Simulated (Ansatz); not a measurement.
```xyz
6

C     0.0000   -0.0296   -0.6489
O     0.0000   -0.0656    0.7479
H     0.0000   -1.0687   -1.0110
H    -0.8949    0.4658   -1.0751
H     0.8949    0.4658   -1.0751
H     0.0000    0.8400    1.0713
```

Basis set: def2-TZVP (spherical functions). Frozen core: 2 orbitals. Charge 0, multiplicity 1.

Computed with Ansatz (development build ahead of 0.2.0); each method stands on the lowest determinant of its kind that the runs found. Restricted open shells among the atoms or ions are ROHF, correlated in semicanonical orbitals with singles.

Question: Give the atomization energy at this shape (free ground-state atoms in the same class of orbitals less the molecule, no zero-point energy) of singlet CH₄O by RHF-MP2, RHF.

Answer:

```csv
method,atomization energy
RHF-MP2,496.94 kcal/mol
RHF,373.66 kcal/mol
```
